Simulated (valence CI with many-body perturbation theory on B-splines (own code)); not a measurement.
Tb32+: electric-dipole lines

Computed by configuration interaction combined with many-body perturbation theory (CI+MBPT): five valence electrons over a frozen Dirac-Fock core [Ar] 3d10, radial functions for each j: 9 s, 9 p, 8 d, 6 f, 3 g, 1 h, with the one-electron correlation potential Σ1 (screened to all orders), the two-electron term Σ2, the three-electron term Σ3, Breit, model QED; selected single and double excitations, second order for the rest (own B-spline code, finite nucleus).

The last digits are not significant, and no measured levels were compared; by estimate large intervals hold to a few tenths of a per cent, small ones and those within an open d or f shell to about a per cent. Among the levels kept, up to 260 cm⁻¹ of a level comes from second order outside the variational space, and about a tenth of that is noise between levels of different J, which matters for small intervals.

Lines 201 to 232 of 232 in falling wavelength, among levels below 2062100 cm⁻¹, chosen from the strongest by gf and those to the six lowest levels. Wavelengths and rates use the calculated energies. Electric multipoles are in the length gauge, E1 and E2 with the static RPA response of the core. Weak lines are less certain than strong ones. Lines between different terms over intervals too small for the method are left out, as are lines whose strength nearly cancels. The highest levels of a list are the least certain.

Levels are named by their leading jj configuration (3d3/2^4 stands for four electrons in 3d with j = 3/2), which in mixed levels can hold well under half, so a name can repeat and another be missing. Letters in brackets count levels of one name in rising energy.

```tsv
λ vac (Å)	Upper	Lower	A (s⁻¹)	log gf	Branch %
69.09	(4s^2 4p3/2^2 4d3/2) J=3/2 [b]	(4s^2 4p1/2 4p3/2^2) J=1/2	6.23e+11	0.25	94.9
68.95	(4s^2 4p3/2^2 4d3/2) J=1/2	(4s^2 4p1/2 4p3/2^2) J=3/2	5.54e+11	-0.10	99.5
68.89	(4s^2 4p3/2^2 4d3/2) J=7/2	(4s^2 4p1/2 4p3/2^2) J=5/2	7.23e+11	0.61	100.0
68.78	(4s^2 4p3/2^2 4d3/2) J=3/2 [a]	(4s^2 4p1/2 4p3/2^2) J=3/2	5.51e+11	0.19	71.0
68.58	(4s^2 4p1/2 4p3/2 4d5/2) J=3/2 [a]	(4s^2 4p1/2^2 4p3/2) J=3/2	3.99e+11	0.05	82.0
68.51	(4s^2 4p3/2^2 4d3/2) J=5/2	(4s^2 4p1/2 4p3/2^2) J=3/2	3.00e+11	0.10	42.1
67.14	(4s^2 4p1/2 4p3/2 4d3/2) J=1/2 [b]	(4s^2 4p1/2^2 4p3/2) J=3/2	5.72e+11	-0.11	82.0
66.99	(4s^2 4p3/2^2 4d3/2) J=3/2 [b]	(4s^2 4p1/2 4p3/2^2) J=5/2	2.01e+07	-4.27	0.0
66.67	(4s^2 4p1/2 4p3/2 4d5/2) J=5/2 [a]	(4s^2 4p1/2^2 4p3/2) J=3/2	2.17e+11	-0.06	53.3
65.99	(4s^2 4p3/2^2 4d5/2) J=5/2 [a]	(4s^2 4p1/2 4p3/2^2) J=5/2	6.03e+08	-2.63	29.4
65.84	(4s^2 4p1/2 4p3/2 4d5/2) J=3/2 [b]	(4s^2 4p1/2^2 4p3/2) J=3/2	7.28e+10	-0.72	13.9
65.41	(4s^2 4p3/2^2 4d3/2) J=3/2 [b]	(4s^2 4p1/2 4p3/2^2) J=3/2	1.74e+10	-1.35	2.7
65.35	(4s 4p3/2^4) J=1/2 [b]	(4s^2 4p1/2 4p3/2^2) J=1/2	5.66e+08	-3.14	0.1
65.25	(4s^2 4p3/2^2 4d5/2) J=3/2	(4s^2 4p1/2 4p3/2^2) J=1/2	6.34e+10	-0.79	12.2
64.49	(4s^2 4p1/2 4p3/2 4d5/2) J=5/2 [b]	(4s^2 4p1/2^2 4p3/2) J=3/2	7.73e+10	-0.54	12.7
64.45	(4s^2 4p3/2^2 4d5/2) J=5/2 [a]	(4s^2 4p1/2 4p3/2^2) J=3/2	6.29e+07	-3.63	3.1
64.07	(4s^2 4p1/2 4p3/2 4d5/2) J=3/2 [c]	(4s^2 4p1/2^2 4p3/2) J=3/2	4.68e+10	-0.94	17.3
63.38	(4s^2 4p3/2^2 4d5/2) J=3/2	(4s^2 4p1/2 4p3/2^2) J=5/2	3.96e+09	-2.02	0.8
62.82	(4s^2 4p1/2 4p3/2 4d5/2) J=1/2	(4s^2 4p1/2^2 4p3/2) J=3/2	1.08e+10	-1.89	2.1
62.32	(4s^2 4p3/2^2 4d5/2) J=5/2 [b]	(4s^2 4p1/2 4p3/2^2) J=5/2	1.39e+10	-1.31	2.0
62.05	(4s 4p3/2^4) J=1/2 [b]	(4s^2 4p1/2 4p3/2^2) J=3/2	3.99e+10	-1.34	5.6
61.96	(4s^2 4p3/2^2 4d5/2) J=3/2	(4s^2 4p1/2 4p3/2^2) J=3/2	9.89e+07	-3.64	0.0
60.95	(4s^2 4p3/2^2 4d5/2) J=5/2 [b]	(4s^2 4p1/2 4p3/2^2) J=3/2	1.70e+10	-1.25	2.5
57.28	(4s 4p3/2^4) J=1/2 [a]	(4s^2 4p1/2^2 4p3/2) J=3/2	1.65e+08	-3.79	0.1
55.86	(4s^2 4p3/2^2 4d3/2) J=1/2	(4s^2 4p1/2^2 4p3/2) J=3/2	4.73e+08	-3.35	0.1
55.75	(4s^2 4p3/2^2 4d3/2) J=3/2 [a]	(4s^2 4p1/2^2 4p3/2) J=3/2	4.71e+07	-4.06	0.0
55.58	(4s^2 4p3/2^2 4d3/2) J=5/2	(4s^2 4p1/2^2 4p3/2) J=3/2	2.60e+08	-3.14	0.0
53.52	(4s^2 4p3/2^2 4d3/2) J=3/2 [b]	(4s^2 4p1/2^2 4p3/2) J=3/2	1.81e+08	-3.51	0.0
52.87	(4s^2 4p3/2^2 4d5/2) J=5/2 [a]	(4s^2 4p1/2^2 4p3/2) J=3/2	1.38e+09	-2.46	67.3
51.25	(4s 4p3/2^4) J=1/2 [b]	(4s^2 4p1/2^2 4p3/2) J=3/2	7.01e+08	-3.26	0.1
51.19	(4s^2 4p3/2^2 4d5/2) J=3/2	(4s^2 4p1/2^2 4p3/2) J=3/2	1.32e+09	-2.68	0.3
50.49	(4s^2 4p3/2^2 4d5/2) J=5/2 [b]	(4s^2 4p1/2^2 4p3/2) J=3/2	7.12e+08	-2.79	0.1
```
